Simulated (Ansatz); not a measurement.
Molecule: C$_{3}$H$_{8}$ClSi (charge 0, doublet). It need not be the lowest isomer of its formula. 
Structure (B3LYP-D3(BJ)/def2-TZVP (Ansatz, an electronic-structure program) minimum search):
```xyz
13

Si    -0.0644     0.1079    -0.3387
Cl     0.1488    -0.6026     1.6240
C     -1.6842    -0.4893    -0.9697
C      1.3491    -0.5981    -1.3284
C     -0.0176     1.9696    -0.2504
H     -1.8047    -1.4527    -1.4531
H     -2.6085     0.0577    -0.8190
H      1.3107    -1.6887    -1.3385
H      2.3079    -0.2978    -0.9025
H      1.3066    -0.2450    -2.3616
H     -0.1023     2.4023    -1.2502
H     -0.8395     2.3513     0.3576
H      0.9185     2.3127     0.1935
```
Charge 0, spin multiplicity 2.

Dipole moments at this geometry, in debye (magnitudes).

```
level                    program  dipole (D)
-----------------------  -------  ----------
SVWN5/def2-TZVPD          Ansatz        2.15
PBE/def2-TZVPD            Ansatz        2.14
revPBE/def2-TZVPD         Ansatz        2.13
B97M-V/def2-TZVPD         Ansatz        2.20
PBE0/def2-TZVPD           Ansatz        2.24
BHLYP/def2-TZVPD          Ansatz        2.30
r2SCANh/def2-TZVPD        Ansatz        2.23
HSE06/def2-TZVPD          Ansatz        2.24
CAM-B3LYP/def2-TZVPD      Ansatz        2.27
LC-wPBE/def2-TZVPD        Ansatz        2.33
wB97M-V/def2-TZVPD        Ansatz        2.23
wB97X-V/def2-TZVPD        Ansatz        2.28
CCSD(T)/aug-cc-pV(D+d)Z   Ansatz        2.19
```
